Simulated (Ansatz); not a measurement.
Ideal-gas functions of Cl2FH3OSi2 (`O[Si@H](Cl)[Si@H](F)Cl`) at 298.15 K and 1 bar, from an Ansatz frequency run at PBE0-D4/def2-TZVP.

Molar mass 165.1 g/mol, point group C1 (symmetry number 1), electronic degeneracy 1, moments of inertia 269.467, 509.961, 586.199 u Å². Harmonic wavenumbers (cm⁻¹, unscaled): 27, 77, 82, 200, 223, 256, 299, 331, 410, 534, 576, 757, 773, 789, 809, 874, 913, 934, 2244, 2267, 3896.

Use S(trans) = R[1.5 ln M + 2.5 ln T − 1.1517]; rotational temperatures θ = 24.2544 K / I; S(rot) = R[ln(√π/σ · √(T³/θAθBθC)) + 1.5]; for each mode x = 1.438777 ν̃/T, S = R[x/(eˣ − 1) − ln(1 − e⁻ˣ)] and H = RT x/(eˣ − 1); 1 cm⁻¹ = 0.0119627 kJ/mol; R = 8.31446 J/(mol·K).

Task: By hand: the entropy, in J/(mol·K).

Result: Translation 172.5. Rotation: θ = 0.09, 0.0476, 0.0414 K, giving 124.2. Vibration, mode by mode: 25.26, 16.59, 16.08, 8.92, 8.09, 7.07, 5.95, 5.25, 3.88, 2.42, 2.06, 1.03, 0.96, 0.91, 0.84, 0.65, 0.55, 0.51, 0.00, 0.00, 0.00, in all 107.0. Electronic 0.0. Sum 403.7 J/(mol·K).

Task: By hand: H − E and G − E in kJ/mol, counted from the electronic energy.

Result: Zero-point energy ½ × 17271 × 0.0119627 = 103.3; thermal vibration 15.7; translation, rotation and pV give 4 RT = 9.9. H − E = 128.9 kJ/mol, and G − E = 128.9 − 298.15 × 403.7/1000 = 8.5 kJ/mol.

Vibration gives 27 % of the entropy, 57.9 J/(mol·K) of it from the modes under 150 cm⁻¹: soft modes count most, and the harmonic formula is weakest for them. The sum counts one conformer and one mirror image; others add a mixing term.
